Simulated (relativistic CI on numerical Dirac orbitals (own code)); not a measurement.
Method of calculation: Dirac-Coulomb-Breit CI, separate exchange-only KLI orbitals for each configuration, model QED (radiative potential, 1s self-energy scaled to tabulated hydrogen-like ionisation energies), unscaled Slater integrals (own radial code, finite nucleus).

Configurations in the expansion (outside the closed core [Ar] 3d10): 4s2.4p6.4d2, 4s2.4p6.4d.4f, 4s2.4p5.4d3, 4s.4p6.4d3, 4s2.4p5.4d2.4f, 4s.4p6.4d2.4f, 4s2.4p6.4d.5s, 4s2.4p6.4f.5s, 4s2.4p6.4d.5p, 4s2.4p6.4d.5d, 4s2.4p5.4d2.5s, 4p6.4d3.4f, 4s2.4p6.4d.5f, 4s2.4p6.5s.5p, 4s.4p6.4d.4f.5s, 4s2.4p6.4d.5g, 4s.4p6.4d2.5s, 4s2.4p5.4d2.5d, 4s2.4p6.4d.6s, 4s2.4p6.4d.6d, 4s2.4p6.4f2, 4s2.4p5.4f3, 4s.4p6.4f3, 4p6.4d4, 4p5.4d5, 4p5.4d4.4f, 4s2.4p6.4f.5p, 4s2.4p5.4f2.5p, 4s.4p6.4f2.5p, 4s2.4p6.5s2, 4s2.4p5.4f.5s2, 4s.4p6.4f.5s2, 4s2.4p6.5p2, 4s2.4p5.4f.5p2, 4s.4p6.4f.5p2, 4p6.4d3.5s, 4p5.4d4.5s, 4p5.4d3.4f.5s, 4s.4p6.4d.5s2, 4s.4p5.4d.4f.5s2, 4p6.4d.4f.5s2. Double excitations out of closed p, d and f shells are left out; levels of such configurations are missing from the list, as are those of other unlisted configurations, and high levels can miss mixing partners. These lack a partner that the ground configuration has and come out too high: 4s2.4p5.4d2.5s, 4s.4p6.4d2.5s, 4s2.4p5.4d2.5d.

At this charge energies of transitions that change n are usually good to better than 1 %, and those within a shell (Δn = 0) to a few per cent. Terms inside the open d or f shell come out 10 to 20 % too wide with unscaled integrals.

Outline of the computed level scheme of Hf XXXV. Lowest level of each configuration: 4s2.4p6.4d2 3F_2 at 0.000 eV; 4s2.4p5.4d3 5F°_2 at 149.315 eV.

Some strong electric-dipole decays among the lowest 45 levels: 4s2.4p5.4d3 3F°_2 → 4s2.4p6.4d2 3F_2 (1.8e+11 s⁻¹); 4s2.4p5.4d3 3P°_1 → 4s2.4p6.4d2 3F_2 (1.7e+11 s⁻¹); 4s2.4p5.4d3 3G°_3 → 4s2.4p6.4d2 3F_2 (1.4e+11 s⁻¹); 4s2.4p5.4d3 3P°_1 → 4s2.4p6.4d2 3P_0 (6.2e+10 s⁻¹); 4s2.4p5.4d3 3D°_2 → 4s2.4p6.4d2 3F_2 (4.2e+10 s⁻¹); 4s2.4p5.4d3 3P°_1 → 4s2.4p6.4d2 3P_0 (2.8e+10 s⁻¹); 4s2.4p5.4d3 3P°_1 → 4s2.4p6.4d2 3F_2 (2.5e+10 s⁻¹); 4s2.4p5.4d3 3G°_4 → 4s2.4p6.4d2 3F_3 (1.5e+10 s⁻¹).

LS names give the leading component of a level, which can be under half, so a name can repeat, a term be missing and a line seem to break the LS rules.
